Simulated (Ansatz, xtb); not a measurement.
# A geometry optimisation of ClF2GeH2Sn+ with r2SCAN-D4/def2-SVP

The starting geometry of this gas-phase singlet was built from a drawn formula by distance geometry and a force field; its bonds are those of `[F][Sn+]([F])[GeH2][Cl]`.

```yaml
atoms:
  - { symbol: Cl, position_ang: [-0.2027, -2.5965, -3.6020] }
  - { symbol: F, position_ang: [-3.5501, -0.7098, -1.6659] }
  - { symbol: F, position_ang: [-1.8315, 2.1149, -0.9276] }
  - { symbol: Ge, position_ang: [0.2180, -0.6194, -2.8365] }
  - { symbol: Sn, position_ang: [-1.8853, 0.3705, -1.7160] }
  - { symbol: H, position_ang: [1.3667, -0.7553, -1.7770] }
  - { symbol: H, position_ang: [0.6966, 0.2392, -3.9800] }
```

Q: Where would you expect an optimisation with r2SCAN-D4/def2-SVP to take it?

A: It keeps its bonds, and is `[F][Sn+]([F])[GeH2][Cl]`.

The energy falls by 0.55 eV over 10 steps:

```json
{"step": "1", "E − E(last) (eV)": "0.546"}
{"step": "2", "E − E(last) (eV)": "0.088"}
{"step": "3", "E − E(last) (eV)": "0.008"}
{"step": "4", "E − E(last) (eV)": "0.002"}
{"step": "5", "E − E(last) (eV)": "0.001"}
{"step": "6", "E − E(last) (eV)": "0.001"}
{"step": "7", "E − E(last) (eV)": "0.000"}
{"step": "8", "E − E(last) (eV)": "0.000"}
{"step": "9", "E − E(last) (eV)": "0.000"}
{"step": "10", "E − E(last) (eV)": "0.000"}
```

Final geometry (Å):

```xyz
7

Cl   -0.3040   -2.5796   -3.5542
F    -3.4935   -0.5304   -1.6162
F    -2.1216    2.0354   -0.8750
Ge    0.4749   -0.7246   -2.9377
Sn   -1.8104    0.3591   -1.7335
H     1.3935   -0.7981   -1.7249
H     0.6729    0.2819   -4.0636
```

From the same start GFN2-xTB ends elsewhere, differing in Ge4–Sn5 (4.35 against 2.80 Å here).

The end wasn't checked by frequencies. Atoms past krypton carry core potentials, without spin–orbit terms. Run with Ansatz 0.2.0, 32 s on 2 threads of Arm Neoverse V2 (shared host).
